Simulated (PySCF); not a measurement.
PySCF input (PW6B95/def2-TZVPD):

```python
from pyscf import gto, scf, dft

mol = gto.M(
    atom='''
    Sn    0.01114602   -0.00128202    0.95658782
    Br    0.97803194    1.68007376   -0.69251525
    Br   -0.99395483   -1.67824230   -0.67403877
    ''',
    basis='def2-tzvpd',
    ecp='def2-tzvp',
    charge=0,
    spin=0,
    verbose=4,
)

mf = dft.RKS(mol, xc='pw6b95').density_fit(auxbasis='def2-universal-jkfit')
mf.grids.level = 3
mf.conv_tol = 1e-9
mf.max_cycle = 100
mf.max_memory = 1500
mf.kernel()
if not mf.converged:
    mf = mf.newton()
    mf.kernel(mf.make_rdm1())
mf.analyze()
```

End of the output:

```
Extra cycle  E= -5365.13179173469  delta_E= 5.46e-12  |g|= 3.09e-05  |ddm|= 2.07e-05
converged SCF energy = -5365.13179173469
**** SCF Summaries ****
Total Energy =                       -5365.131791734685066
Nuclear Repulsion Energy =             486.551524417024950
One-electron Energy =                -8514.637870921726062
Two-electron Energy =                 2662.954554770016784
Two-electron Coulomb Energy =         2866.156485998398239
DFT Exchange-Correlation Energy =     -203.201931228381653
HOMO-LUMO gap [eV] =                     4.570640087205880
**** MO energy ****
MO #1   energy= -483.749403975113  occ= 2
MO #2   energy= -483.749402213971  occ= 2
MO #3   energy= -62.7706400348999  occ= 2
MO #4   energy= -62.7706378780801  occ= 2
MO #5   energy= -56.542165988779   occ= 2
MO #6   energy= -56.5421632115878  occ= 2
MO #7   energy= -56.5411004923059  occ= 2
MO #8   energy= -56.541098958403   occ= 2
MO #9   energy= -56.5405809975023  occ= 2
MO #10  energy= -56.5405794114134  occ= 2
MO #11  energy= -8.79634381608577  occ= 2
MO #12  energy= -8.79634068972074  occ= 2
MO #13  energy= -6.60156774562424  occ= 2
MO #14  energy= -6.60156740287847  occ= 2
MO #15  energy= -6.59799865996846  occ= 2
MO #16  energy= -6.5979953046168   occ= 2
MO #17  energy= -6.59634932850683  occ= 2
MO #18  energy= -6.59634695735381  occ= 2
MO #19  energy= -5.21240959098546  occ= 2
MO #20  energy= -3.54896530444218  occ= 2
MO #21  energy= -3.54297183180594  occ= 2
MO #22  energy= -3.54119366016488  occ= 2
MO #23  energy= -2.6839255651461   occ= 2
MO #24  energy= -2.68391682842624  occ= 2
MO #25  energy= -2.68305270282743  occ= 2
MO #26  energy= -2.68304261546193  occ= 2
MO #27  energy= -2.68170995925286  occ= 2
MO #28  energy= -2.68170495786914  occ= 2
MO #29  energy= -2.67876917485823  occ= 2
MO #30  energy= -2.67876657923475  occ= 2
MO #31  energy= -2.67865000718733  occ= 2
MO #32  energy= -2.67864789627822  occ= 2
MO #33  energy= -1.11019371890105  occ= 2
MO #34  energy= -1.10797636444914  occ= 2
MO #35  energy= -1.10630678146419  occ= 2
MO #36  energy= -1.1039902538689   occ= 2
MO #37  energy= -1.10117642792344  occ= 2
MO #38  energy= -0.786080548690058 occ= 2
MO #39  energy= -0.772742003799149 occ= 2
MO #40  energy= -0.497787739312699 occ= 2
MO #41  energy= -0.360313567506096 occ= 2
MO #42  energy= -0.332959965589238 occ= 2
MO #43  energy= -0.327541800518388 occ= 2
MO #44  energy= -0.309917773684622 occ= 2
MO #45  energy= -0.300317571138175 occ= 2
MO #46  energy= -0.287797440388582 occ= 2
MO #47  energy= -0.119829513879932 occ= 0
MO #48  energy= -0.0451860175399216 occ= 0
MO #49  energy= -0.0420064297785569 occ= 0
MO #50  energy= -0.00041293707153725 occ= 0
MO #51  energy= 0.0342831276067163 occ= 0
MO #52  energy= 0.0357689223449632 occ= 0
MO #53  energy= 0.0387171461329991 occ= 0
MO #54  energy= 0.0441196718718031 occ= 0
MO #55  energy= 0.0500077900038386 occ= 0
MO #56  energy= 0.0561095623198148 occ= 0
MO #57  energy= 0.0622926340255805 occ= 0
MO #58  energy= 0.0768504843679064 occ= 0
MO #59  energy= 0.0848049917989139 occ= 0
MO #60  energy= 0.092863487741824  occ= 0
MO #61  energy= 0.108991423644477  occ= 0
MO #62  energy= 0.123741339503088  occ= 0
MO #63  energy= 0.132805935162081  occ= 0
MO #64  energy= 0.134401844925465  occ= 0
MO #65  energy= 0.151359181070843  occ= 0
MO #66  energy= 0.152006770227609  occ= 0
MO #67  energy= 0.17702836160872   occ= 0
MO #68  energy= 0.182070771868706  occ= 0
MO #69  energy= 0.189051359765633  occ= 0
MO #70  energy= 0.189749261232865  occ= 0
MO #71  energy= 0.193773891772843  occ= 0
MO #72  energy= 0.197274802646818  occ= 0
MO #73  energy= 0.201823988181318  occ= 0
MO #74  energy= 0.225921103596629  occ= 0
MO #75  energy= 0.247281482393132  occ= 0
MO #76  energy= 0.274969988270917  occ= 0
MO #77  energy= 0.286385861128352  occ= 0
MO #78  energy= 0.291458497840785  occ= 0
MO #79  energy= 0.298754555420508  occ= 0
MO #80  energy= 0.324788269789452  occ= 0
MO #81  energy= 0.356359568734164  occ= 0
MO #82  energy= 0.36671468633167   occ= 0
MO #83  energy= 0.394959736752102  occ= 0
MO #84  energy= 0.401134142627998  occ= 0
MO #85  energy= 0.430510064325201  occ= 0
MO #86  energy= 0.433121235978727  occ= 0
MO #87  energy= 0.461018602467098  occ= 0
MO #88  energy= 0.469281599001264  occ= 0
MO #89  energy= 0.469485514559308  occ= 0
MO #90  energy= 0.478856672855316  occ= 0
MO #91  energy= 0.48242735791113   occ= 0
MO #92  energy= 0.493595906128635  occ= 0
MO #93  energy= 0.505836746306054  occ= 0
MO #94  energy= 0.50871138892073   occ= 0
MO #95  energy= 0.520425893884467  occ= 0
MO #96  energy= 0.552751855863526  occ= 0
MO #97  energy= 0.600560208095989  occ= 0
MO #98  energy= 0.634733052471233  occ= 0
MO #99  energy= 0.713737440546923  occ= 0
MO #100 energy= 0.720040307784351  occ= 0
MO #101 energy= 0.765635122140726  occ= 0
MO #102 energy= 0.774617831409819  occ= 0
MO #103 energy= 0.81540674359219   occ= 0
MO #104 energy= 0.815760200900779  occ= 0
MO #105 energy= 0.824568083532349  occ= 0
MO #106 energy= 0.837036492202015  occ= 0
MO #107 energy= 0.854465679305109  occ= 0
[...]
```
